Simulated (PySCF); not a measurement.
Correlation energy of Mo²⁺ (molybdenum, charge +2)

[Kr] 4d4, high-spin 5D determinant. All numbers are calculated (PySCF 2.14, the spin-free X2C one-electron Hamiltonian (Gaussian nucleus), in x2c-TZVPPall). Frozen: [Ar] 3d10; 12 electrons correlated.

```
  level  correlation energy (mhartree)
   CCSD                        -305.32
    (T)                          -6.46
CCSD(T)                        -311.78
```

Diagnostics: T1 = 0.0036, D1 = 0.0073, largest double amplitude 0.022.

Cost of the coupled-cluster step: about 13 core-seconds, for 12 correlated electrons.

This basis was not built for core-valence correlation, so the inner-shell part is incomplete.
